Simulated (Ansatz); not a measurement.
Reaction (SMILES): C[Si](F)(F)Cl [chloro-difluoro-methylsilane] -> C[Si](F)F + Cl atom (the Cl-Si bond at the site shown breaks; other sites are not compared here)
Each molecule is optimised on its own at B3LYP-D3(BJ)/def2-TZVP (Ansatz, a program for electronic structure). Frequencies are from Ansatz.
Geometry of the first species:
```xyz
8

C     -1.9513    -0.1167     0.1792
Si    -0.1434     0.2047     0.2177
F      0.4442    -0.0361     1.6731
F      0.1717     1.7160    -0.1536
Cl     0.8911    -0.9845    -1.0773
H     -2.1604    -1.1522     0.4503
H     -2.3498     0.0658    -0.8195
H     -2.4656     0.5386     0.8845
```
Charge 0, spin multiplicity 1.

Property: bond dissociation energy (enthalpy at 298 K, with B3LYP-D3(BJ) rigid-rotor harmonic-oscillator terms), in eV. Correlated levels leave the core frozen unless marked. Open shells are spin-unrestricted. No spin-orbit coupling. No relativistic terms. CBS(X,Y): correlation extrapolated as X^-3; Hartree-Fock from the larger set. [CCSD(T)-MP2]/basis is that difference in the basis named.

RI-MP2/CBS(cc-pV(T+d)Z,cc-pV(Q+d)Z)+[CCSD(T)-MP2]/cc-pV(T+d)Z (Ansatz) gives 5.23 eV.

Task: Another calculation gave 4.95 eV. Which level was it?
(A) LC-wPBE/def2-TZVPD (Ansatz)
(B) PBE-QIDH/def2-TZVPD (Ansatz)
(C) revPBE/def2-TZVPD (Ansatz)
(D) BHLYP/def2-TZVPD (Ansatz)

Result: A, LC-wPBE/def2-TZVPD (Ansatz). The others give 4.84 (BHLYP), 4.72 (revPBE), 5.15 (PBE-QIDH) eV.
